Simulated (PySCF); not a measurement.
Species: C6H11NSi2.
Atom-mapped SMILES: `[N:1]#[C:2][Si@@H:3](/[CH:4]=[CH:5]/[SiH3:6])[CH:7]1[CH2:8][CH2:9]1` (hydrogens: H10 on Si3; H11 on C4; H12 on C5; H13, H14, H15 on Si6; H16 on C7; H17, H18 on C8; H19, H20 on C9)

Geometry (PBE0-D3(BJ)/def2-SVP, Å), atoms numbered from 1 in this order:
```xyz
20
C6H11NSi2 angstrom
N      0.2302    3.4579   -0.2409
C     -0.0507    2.3551   -0.4651
Si    -0.4629    0.5637   -0.7985
C      1.1304   -0.3829   -0.5760
C      2.3025    0.1680   -0.2133
Si     3.8907   -0.8023    0.0209
C     -1.8236    0.0214    0.3390
C     -2.7733   -1.0702   -0.1026
C     -3.2612    0.3345   -0.0007
H     -0.9640    0.4930   -2.2039
H      1.0880   -1.4689   -0.7489
H      2.3384    1.2547   -0.0435
H      4.3918   -0.6525    1.4217
H      4.9509   -0.2966   -0.9039
H      3.6244   -2.2449   -0.2627
H     -1.5710    0.0320    1.4052
H     -2.6484   -1.5025   -1.1006
H     -3.0955   -1.7908    0.6535
H     -3.9248    0.5968    0.8270
H     -3.4711    0.8790   -0.9268
```

Computed with PySCF at PBE0/pcSseg-1, non-relativistic, on one gas-phase PBE0-D3(BJ)/def2-SVP geometry that isn't relaxed in the solvent. The solvent is an IEF-PCM continuum (Bondi radii, 1.10 Å for H, scaled by 1.2). Specific hydrogen bonds and non-electrostatic terms are outside this model.

Gas phase at PBE0/pcSseg-1: HOMO -8.23 eV, LUMO -1.30 eV, dipole 3.99 D.

**Question.** What does the continuum do to the energy, the frontier levels and the dipole at PBE0/pcSseg-1 in acetone and dimethylsulfoxide?

**Answer.** 
| solvent | ε | E(solvent) − E(gas) (kcal/mol) | polarisation term (kcal/mol) | distortion of the solute (kcal/mol) | HOMO (eV) | LUMO (eV) | dipole (D) |
| --- | --- | --- | --- | --- | --- | --- | --- |
| acetone | 20.49 | -5.39 | -6.35 | 0.96 | -8.00 | -1.11 | 5.13 |
| dimethylsulfoxide | 46.83 | -5.63 | -6.69 | 1.06 | -7.99 | -1.10 | 5.18 |

Polarisation term: ½ Σ q·V over the induced surface charges. Distortion: the rise of the solute's own energy as its density leaves the gas-phase optimum. From acetone to dimethylsulfoxide the lowering changes by a factor 1.05, Onsager's factor (ε − 1)/(2ε + 1) by 1.04 and ε itself by 2.3.

**Question.** Which radius a makes the point-dipole formula ΔE = −[(ε − 1)/(2ε + 1)]·μ²/a³ give the value in dimethylsulfoxide, with the gas-phase dipole?

**Answer.** μ = 1.571 au and |ΔE| = 0.00898 Eh give a = 2.70 Å; the farthest nucleus lies 5.01 Å from the centroid of the nuclei, so such a sphere wouldn't even hold the nuclei. The formula assumes a rigid point dipole at the centre of a sphere.

**Question.** Give the dipole vector in the frame of the coordinates (D, pointing from negative to positive charge), gas and dimethylsulfoxide.

**Answer.** Gas (-1.41, -3.74, 0.05), solvent (-1.86, -4.84, -0.09). Its length changes by +30 % and its direction by 2°.

**Question.** Which IAO charges (PBE0/pcSseg-1) respond most in acetone (means over atoms taken as equivalent)?

**Answer.** 
| atoms | environment | gas (e) | solvent (e) | change |
| --- | --- | --- | --- | --- |
| N1 | cyano nitrogen | -0.199 | -0.260 | -0.061 |
| C2 | cyano carbon | -0.158 | -0.126 | +0.032 |
| H11 | vinylic hydrogen | +0.149 | +0.161 | +0.012 |
| H10 | Si–H hydrogen | -0.114 | -0.106 | +0.008 |
| C9 | three-membered-ring carbon | -0.268 | -0.275 | -0.007 |
| H17 | methylene hydrogen | +0.143 | +0.150 | +0.007 |

**Question.** Which Mayer bond orders change most in acetone?

**Answer.** 
| bond | length (Å) | gas | solvent | change |
| --- | --- | --- | --- | --- |
| C2–Si3 | 1.868 | 0.795 | 0.774 | -0.021 |
| N1–C2 | 1.160 | 2.909 | 2.927 | +0.018 |
| C4–C5 | 1.345 | 1.932 | 1.922 | -0.010 |
| Si3–C7 | 1.855 | 0.896 | 0.905 | +0.009 |
| Si3–C4 | 1.867 | 0.893 | 0.898 | +0.005 |
| C7–H16 | 1.096 | 0.933 | 0.928 | -0.005 |
| C4–H11 | 1.100 | 0.929 | 0.926 | -0.003 |
| C8–H17 | 1.095 | 0.951 | 0.948 | -0.003 |
